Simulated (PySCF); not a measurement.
**Electronic structure of Al⁺ (aluminium, charge +1) at the UHF level**

Configuration: [Ne] 3s2, closed-shell 1S. Calculation: PySCF 2.14, in pcseg-2 (5s4p2d1f, 34 functions); the non-relativistic Hamiltonian (point nucleus).

```json
{"Total energy": "-241.665111 hartree", "One-electron energy": "-333.0581 hartree", "Hartree (Coulomb) energy": "109.2980 hartree", "Exchange energy": "-17.9050 hartree", "Kinetic energy": "242.41960 hartree", "⟨S²⟩": "0.0000", "⟨L²⟩": "0.000", "Sum of ⟨r⟩": "9.951 bohr", "Sum of ⟨r²⟩": "17.47 bohr²", "Density at the nucleus (Gaussians lack the cusp)": "1370 bohr⁻³", "Langevin diamagnetic susceptibility": "-13.8 ×10⁻⁶ cm³/mol", "Time after the integrals": "0.07 s of wall time on 1 thread of Intel(R) Xeon(R) Platinum 8375C CPU @ 2.90GHz (shared host)"}
```

| shell | electrons | mean orbital energy (eV) | rms radius, mean of both spins (bohr) |
| --- | --- | --- | --- |
| 1s | 2 | -1598.7 | 0.140 |
| 2s | 2 | -141.59 | 0.679 |
| 2p | 6 | -95.512 | 0.675 |
| 3s | 2 | -17.734 | 2.62 |
